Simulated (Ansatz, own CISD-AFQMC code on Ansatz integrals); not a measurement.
CH4OSi, SMILES `OC=[SiH2]` (H–O–C–Si torsion 15°) (charge 0, multiplicity 1).

Z-matrix (Å, degrees):
```
C
O 1 1.3596
H 2 0.9649 1 110.33
H 1 1.0860 2 109.75 3 -176.03
Si 1 1.7435 4 118.71 2 170.70
H 5 1.4710 1 115.69 4 23.36
H 5 1.4770 6 117.55 1 -147.60
```
Charge 0, multiplicity 1.

Frozen-core correlation energies in cc-pVDZ at a geometry from B3LYP-D3(BJ)/def2-TZVP, on an HF energy of -403.90629 Ha (<S^2> = 0.00, restricted and unstable towards unrestricted orbitals). Wave-function levels are from Ansatz, the walk from an own CISD-AFQMC code on Ansatz integrals (time step 0.005/Ha, trial state from CCSD amplitudes, largest double 0.16).

```csv
level,correlation energy (mHa)
MP2,-429.0
CCSD,-463.0
CCSD(T),-479.0
```

Task: What correlation energy does phaseless AFQMC give, and where does it lie among these levels?

Result: -480.9 ± 0.4 mHa (one standard error). AFQMC minus each level: MP2 -52.0 mHa, CCSD -18.0 mHa, CCSD(T) -1.9 mHa.
